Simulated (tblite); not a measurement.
C4H10F2OSi2.
Geometry (GFN2-xTB, Å), atoms numbered from 1 in this order:
```xyz
19
C4H10F2OSi2 angstrom
C      2.401   -1.353    0.069
C      1.627   -0.046    0.143
O      0.266   -0.342   -0.081
C     -0.644    0.669   -0.130
Si    -0.136    2.489   -0.315
C     -1.932    0.290   -0.084
Si    -2.404   -1.500    0.111
F     -1.976   -2.071    1.548
F     -4.005   -1.589    0.204
H      3.457   -1.172    0.251
H      2.279   -1.802   -0.913
H      2.021   -2.046    0.815
H      1.994    0.659   -0.615
H      1.753    0.414    1.133
H      0.622    2.663   -1.559
H     -1.367    3.271   -0.361
H      0.699    2.905    0.816
H     -2.693    1.047   -0.178
H     -1.974   -2.477   -0.863
```

Method: GFN2-xTB as coded in tblite; computed harmonic values from a numerical Hessian at the method's own geometry, unscaled. This tight-binding method is rough: wavenumbers can miss measured ones by several per cent, in bad cases by 10 to 20. Modes of hydrogen on silicon can be 10 to 20 % off. One conformer, not necessarily the lowest.

Harmonic wavenumbers (cm⁻¹): 25.1, 52.9, 54.9, 82.3, 90.4, 125.3, 150.0, 197.1, 199.2, 212.2, 262.5, 277.7, 361.5, 431.5, 467.4, 569.9, 584.1, 637.1, 659.6, 716.8, 747.4, 773.2, 778.5, 783.1, 798.3, 838.6, 847.9, 873.9, 950.3, 1074.0, 1127.5, 1139.4, 1143.6, 1251.7, 1269.3, 1332.9, 1400.7, 1472.4, 1478.9, 1491.6, 1590.4, 2233.4, 2244.5, 2308.5, 2413.5, 2876.7, 2903.0, 3049.0, 3051.0, 3054.7, 3092.1.

A = 1445, B = 671.7, C = 487.9 MHz; mass 168.024 u (most abundant isotopes); point group C1, symmetry number 1.

Task: Zero-point energy?

Result: ½Σν̃ = 28274 cm⁻¹ = 80.84 kcal/mol.

Task: Entropy at 298.15 K, 1 bar (ideal gas, RRHO, classical rotation)?

Result: Translation 41.29, rotation 30.90, vibration 45.09: S = 117.3 cal/(mol K).

Task: And Cp and H(298.15 K) − H(0)?

Result: Cp = 47.23 cal/(mol K), of which vibrations give 39.28 (their classical limit is 51 R = 101.3); H(298.15 K) − H(0) = 8.90 kcal/mol without the zero-point energy, 6.53 from vibrations.

Task: Which modes carry the vibrational entropy at 298.15 K?

Result: 25.1 cm⁻¹: 6.18; 52.9 cm⁻¹: 4.71; 54.9 cm⁻¹: 4.63; 82.3 cm⁻¹: 3.84; 90.4 cm⁻¹: 3.65; 125.3 cm⁻¹: 3.02 cal/(mol K); the other 45 give 19.07 together.

Task: Blend soft modes into free rotors: weight 1/[1 + (100 cm⁻¹/ν̃)⁴] for the oscillator and the rest for a rotor with moment μB/(μ + B), μ = h/(8π²ν), B = 10⁻⁴⁴ kg m². What vibrational entropy results?

Result: 39.85 cal/(mol K) in place of 45.09, which changes −T·S at 298.15 K by +1.56 kcal/mol.

Task: What must be added to the electronic energy to get the Gibbs energy at 298.15 K and 1 bar?

Result: ZPE + [H(298.15 K) − H(0)] − T·S = 80.84 + 8.90 − 34.97 = 54.77 kcal/mol.

Task: How do the functions run with temperature in this model?

Result: 
| T (K) | S (cal/(mol K)) | Cp (cal/(mol K)) | H − H(0) (kcal/mol) | G − H(0) (kcal/mol) | ln q(vib) |
| --- | --- | --- | --- | --- | --- |
| 150 | 91.0 | 30.9 | 3.10 | -10.55 | 5.83 |
| 250 | 109.4 | 42.1 | 6.75 | -20.61 | 9.86 |
| 400 | 132.6 | 56.9 | 14.22 | -38.80 | 15.32 |
| 600 | 158.5 | 70.8 | 27.09 | -67.98 | 21.90 |
| 900 | 189.9 | 83.9 | 50.47 | -120.42 | 30.59 |

q(vib) and H(0) count from the zero-point level.

Hindered rotation and anharmonicity are outside this model. Other conformers, if any are populated, would add a mixing term that is left out. The structure is chiral; the term R ln 2 for an equal mix with its mirror image is left out.
